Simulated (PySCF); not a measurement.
4-fluoro-2,3-dihydrofuran (C4H5FO), SMILES FC1=COCC1.

Coordinates come from a PBE-D3(BJ)/def2-SVP optimisation. A frequency run showed that this geometry is not a minimum. Other conformers were not sampled.

Method: PBE/def2-TZVP run with PySCF.

Symmetry labels are those of the subgroup Cs that the program uses (full group Cs).

Computed valence orbital energies around the gap with their symmetry:
```
orbital  symmetry  energy (eV)
-------  --------  -----------
HOMO−7         A'       -10.98
HOMO−6         A"       -10.84
HOMO−5         A'        -9.82
HOMO−4         A"        -9.50
HOMO−3         A'        -8.98
HOMO−2         A"        -8.21
HOMO−1         A'        -8.07
HOMO           A"        -4.78
LUMO           A"        -0.29
LUMO+1         A'         0.37
LUMO+2         A'         0.87
LUMO+3         A'         1.30
```
